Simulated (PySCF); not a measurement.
## HPrO: from structure and modes to constants

These are results of UPBE/[Pr def2-SVP with ECP28, O def2-SVP, H def2-SVP], scalar-relativistic core potentials, density fitting, no spin–orbit coupling, PySCF, not measurements.

The triplet minimum has Cs symmetry. Masses (u): Pr 140.90765, O 15.99492, H 1.00782.

```xyz
3
charge 0 multiplicity 3, angstrom
Pr    0.1402    0.0000   -0.1111
O    -1.3531    0.0000    0.8965
H     1.9544    0.0000    1.0244
```

Harmonic wavenumbers (cm⁻¹): 265.2 (×1), 836.2 (×1), 1220.3 (×1).

Problem. Find the principal moments of inertia and the rotational constants. What kind of rotor is it?

Solution. About the centre of mass I = 3.7348, 47.82, 51.555 u Å². With B = 16.8576/I this gives 4.514, 0.3525, 0.327 cm⁻¹. The molecule is an asymmetric top with κ = -0.99.

Problem. What is the harmonic zero-point energy?

Solution. Half the sum of all 3 wavenumbers, 2322/2 = 1161 cm⁻¹, which is 13.9 kJ/mol (1 cm⁻¹ = 0.0119627 kJ/mol).

Problem. Find the vibrational entropy and heat capacity at 298.15 K.

Solution. With u = 1.43878 ω/T, each mode gives S = R[u/(eᵘ−1) − ln(1−e⁻ᵘ)] and C = R u² eᵘ/(eᵘ−1)².
| ω (cm⁻¹) | u | S (J/(mol K)) | C (J/(mol K)) |
| --- | --- | --- | --- |
| 265.2 | 1.280 | 6.81 | 7.27 |
| 836.2 | 4.035 | 0.75 | 2.48 |
| 1220.3 | 5.889 | 0.16 | 0.80 |
The sums over all modes are S = 7.7 and C = 10.6 J/(mol K); the softest mode gives 88 % of the entropy.

Problem. Give the standard entropy (298.15 K, 1 bar) by its translational, rotational, vibrational and spin parts, and Cp.

Solution. Sackur–Tetrode with M = 157.91 u gives 172.0; rotation with symmetry number 1 gives 86.5; vibration 7.7; spin R ln 3 = 9.1. The total is 275.3 J/(mol K), and Cp = 4 R + 10.6 = 43.8 J/(mol K).

The spin densities have lower symmetry than the nuclear frame, so modes carry no symmetry labels. This need not be the most stable arrangement of these atoms. Other spin states or occupations of the open shell can lie lower. The pruned grid is coarse for the open f shell: energies are uncertain by about 2 kJ/mol and soft modes are noisy. No spin–orbit coupling is included, which matters more the heavier the element.
